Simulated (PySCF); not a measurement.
A GIAO shielding run with PySCF 2.14 (density fitting, non-relativistic, gas phase) on `C(/[SiH2]O)(=C/C[SiH3])CCF`, C5H13FOSi2:

```
$ OMP_NUM_THREADS=1 python probes_run.py task.json out

{"job": {"kind": "nmr", "xc": "PBE0", "basis": "pcSseg-1"}, "charge": 0, "multiplicity": 1}
O     -1.161672     2.572447     0.780075
Si    -0.544593     1.213745     1.421538
C     -0.416598    -0.188625     0.153132
C      0.655538    -0.467333    -0.585706
C      1.958572     0.243193    -0.561018
Si     3.204241    -0.687762     0.547219
C     -1.661113    -1.025148    -0.041098
C     -2.579844    -0.416628    -1.096272
F     -3.100936     0.786206    -0.665615
H     -1.978193     2.537699     0.284947
H      0.732115     1.685887     1.938649
H     -1.403700     0.704250     2.498790
H      0.625954    -1.316566    -1.265502
H      2.358536     0.304442    -1.574766
H      1.833275     1.259229    -0.192173
H      2.685904    -0.745175     1.913067
H      4.488832     0.014744     0.505046
H      3.386090    -2.049267     0.033792
H     -2.216147    -1.109654     0.894694
H     -1.402833    -2.030879    -0.382054
H     -2.035487    -0.201842    -2.021500
H     -3.438353    -1.063579    -1.304629
```

Hardware: 1 thread of an Arm Neoverse V1, shared host. The job also computes population analyses, field gradients.

Q: How large is the calculation?

A: 88 electrons, 232 basis functions and 1249 auxiliary functions.

Q: How long does it take, and how much memory does it need?

A: 49 s of wall time, with 14 SCF cycles and 5 response iterations; peak memory 1.1 GiB. Times on a shared host scatter by some tens of per cent.
